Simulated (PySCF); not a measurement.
C₄H₅ClSi, SMILES C(=C/[SiH2]Cl)/C#C. Heavy atoms are numbered as in [CH:1]#[C:2]/[CH:3]=[CH:4]\[SiH2:5][Cl:6]. Hydrogens are named by the atom that carries them.

Geometry: TPSSh-D3(BJ)/def2-SVP. The structure was generated by enumeration; whether it is a known compound was not checked. One conformer was computed; it need not be the lowest.

The numbers are results of PBE/pcSseg-1 (PySCF), not measurements.

GIAO shieldings, no solvent; atoms alike by connectivity are averaged. δ = σ(ref) − σ: ¹³C against TMS (σ = 182.0 ppm); ²⁹Si against TMS (σ = 335.4 ppm); ³⁵Cl against HCl (σ = 936.5 ppm); ¹H against TMS (σ = 31.49 ppm), references at their B3LYP-D3(BJ)/def2-TZVP geometries, non-relativistic (without spin–orbit terms, shifts of atoms bonded to Cl or Br come out too high).

Computed chemical shifts:
```json
[
 {"nucleus": "¹³C", "atoms": "C4 (CH)", "count": "1", "δ (ppm)": "152.2"},
 {"nucleus": "¹³C", "atoms": "C3 (CH)", "count": "1", "δ (ppm)": "135.8"},
 {"nucleus": "¹³C", "atoms": "C1 (CH)", "count": "1", "δ (ppm)": "97.6"},
 {"nucleus": "¹³C", "atoms": "C2", "count": "1", "δ (ppm)": "88.7"},
 {"nucleus": "²⁹Si", "atoms": "Si5 (SiH2)", "count": "1", "δ (ppm)": "-18.1"},
 {"nucleus": "³⁵Cl", "atoms": "Cl6", "count": "1", "δ (ppm)": "-50.7"},
 {"nucleus": "¹H", "atoms": "H on C3", "count": "1", "δ (ppm)": "6.73"},
 {"nucleus": "¹H", "atoms": "H on C4", "count": "1", "δ (ppm)": "6.72"},
 {"nucleus": "¹H", "atoms": "H on Si5", "count": "2", "δ (ppm)": "5.91"},
 {"nucleus": "¹H", "atoms": "H on C1", "count": "1", "δ (ppm)": "3.85"}
]
```
